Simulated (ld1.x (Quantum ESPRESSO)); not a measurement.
# zirconium, ultrasoft: configuration errors across variants

ld1.x (Quantum ESPRESSO) 7.5 input, shortened:

```
&input
   title='Zr', zed=40., rel=2, dft='PBE', iswitch=3,
   config='[Kr] 4d2 5s2 5p0', rel_dist='average'
 /
 &inputp
   pseudotype=3, tm=.true., lloc=-1, rcloc=2.45,
   nlcc=.true., new_core_ps=.true., rcore=1.45
 /
6
5S  1  0   2.00   0.00  2.85  3.80  0.0
5S  1  0   0.00   0.65  2.85  3.80  0.0
5P  2  1   0.00   0.00  3.45  4.20  0.0
5P  2  1   0.00   4.25  3.45  4.20  0.0
4D  3  2   2.00   0.00  2.15  2.25  0.0
4D  3  2   0.00   0.20  2.15  2.25  0.0
 &test
   configts(1)='4d2 5s2 5p0'
 /
```

Open shells are filled in proportion to 2j + 1 (rel_dist='average').

All-electron excitation energies from the reference (eV): (1) 4d2 5s1 5p0 7.137; (2) 4d2 5s0 5p0 20.077; (3) 4d1 5s0 5p0 42.701; (4) 4d2 5s1 5p1 3.039; (5) 4d2 5s0 5p2 6.209.

The overlap operator is not positive definite (basis up to 400 Ry) in “waves 5p (bound): rcut 3.45, rcutus 4.86 bohr; 5p channel at 4.25 Ry: rcut 3.45, rcutus 4.86 bohr”, “waves 5p (bound): rcut 3.45, rcutus 5.34 bohr; 5p channel at 4.25 Ry: rcut 3.45, rcutus 5.34 bohr”, “waves 5p (bound): rcut 3.45, rcutus 6.16 bohr; 5p channel at 4.25 Ry: rcut 3.45, rcutus 6.16 bohr”. Such files are unfit for use, however small their errors in these radial tests.

Tests that are not counted but printed errors over 1 eV. “waves 5p (bound): rcut 3.32, rcutus 3.52 bohr; 5p channel at 4.25 Ry: rcut 3.32, rcutus 3.52 bohr”: 4d2 5s0 5p2 (solver errors, printed error -63.0 eV).

A true bound ghost makes a file unfit for plane-wave use even where its test errors are small: the radial tests pick states by their node count and pass the ghost by. Where a test does run into it, the solver fails or the error is huge.

Errors AE − PS in meV (a dash: test not solved or not reliable):

```tsv
change	(1)	(2)	(3)	(4)	(5)	bound ghosts
base	-9.6	-37	-227	-3.4	-14	p1/2, p3/2, s
waves 5p (bound): rcut 2.56, rcutus 2.72 bohr; 5p channel at 4.25 Ry: rcut 2.56, rcutus 2.72 bohr	-9.6	-37	-227	–	–	s, p1/2, p3/2
waves 5p (bound): rcut 3.32, rcutus 3.52 bohr; 5p channel at 4.25 Ry: rcut 3.32, rcutus 3.52 bohr	-9.6	-37	-227	-2.4	–	s, p1/2, p3/2
waves 5p (bound): rcut 3.45, rcutus 4.86 bohr; 5p channel at 4.25 Ry: rcut 3.45, rcutus 4.86 bohr	-9.6	-37	-227	-5.5	-29	s (p1/2, p3/2 not tested, overlap not positive)
waves 5p (bound): rcut 3.45, rcutus 5.34 bohr; 5p channel at 4.25 Ry: rcut 3.45, rcutus 5.34 bohr	-9.6	-37	-227	-5.1	-27	s (p1/2, p3/2 not tested, overlap not positive)
waves 5p (bound): rcut 3.45, rcutus 6.16 bohr; 5p channel at 4.25 Ry: rcut 3.45, rcutus 6.16 bohr	-9.6	-37	-227	-4.3	-21	s (p1/2, p3/2 not tested, overlap not positive)
```

(1) Give the same row for: waves 5p (bound): rcut 3.45, rcutus 4.00 bohr; 5p channel at 4.25 Ry: rcut 3.45, rcutus 4.00 bohr.

## Answers

(1) -9.6, -37, -227, -3.2, -12; bound ghosts: p1/2, p3/2, s.
